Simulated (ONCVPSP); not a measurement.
## Mo: excitation energies, all-electron against ONCV

| Item | Value |
| --- | --- |
| Element | molybdenum |
| Generator | ONCVPSP 4.0.1 |
| Type | optimised norm-conserving Vanderbilt (ONCV) |
| Functional | PBE |
| Relativity | scalar-relativistic |
| Frozen core | [Ar] 3d10 4s2 |
| Valence charge | 12 |
| Reference configuration | 4p6 4d5 5s1 |
| Partial waves | 5s: rc 3.20 bohr, ncon 3, nbas 6, qcut 1.9 1/bohr, 1 projector; 4p: rc 1.25 bohr, ncon 4, nbas 9, qcut 5.3 1/bohr, 3 projectors, debl 2 Ha; 4d: rc 2.35 bohr, ncon 3, nbas 8, qcut 6 1/bohr, 2 projectors, debl 1.8 Ha |
| Local potential | polynomial inside 0.80 bohr (lpopt 5, dvloc0 4 Ha) |
| Core correction | Teter function, fcfact 2, rcfact 1.25 |

Energies are relative to the spin-unpolarised reference configuration 4p6 4d5 5s1; without spin polarisation the order of configurations can differ from experiment.

| valence configuration | charge | ΔE all-electron (eV) | error AE − PS (meV) |
| --- | --- | --- | --- |
| 4p6 4d5 5s0 | +1 | 6.890 | -4.2 |
| 4p6 4d4 5s0 | +2 | 22.352 | -22 |
| 4p6 4d3 5s0 | +3 | 49.096 | +6.3 |

Task: What are ΔE and the potential's error for 4p6 4d6 5s0?

Result: ΔE = 0.763 eV all-electron; the error (AE − PS) is +12 meV.

Levels in the configuration 4p6 4d6 5s0:

```
level  all-electron (eV)  pseudo (eV)
   4p            -36.450      -36.430
   4d             -2.308       -2.316
```

Note: ghosts flagged at negative energy: s at -357.0 eV, s at -26.2 eV, p at -27379.2 eV; no localised positive-energy state flagged. A true bound ghost makes a file unfit for plane-wave use.
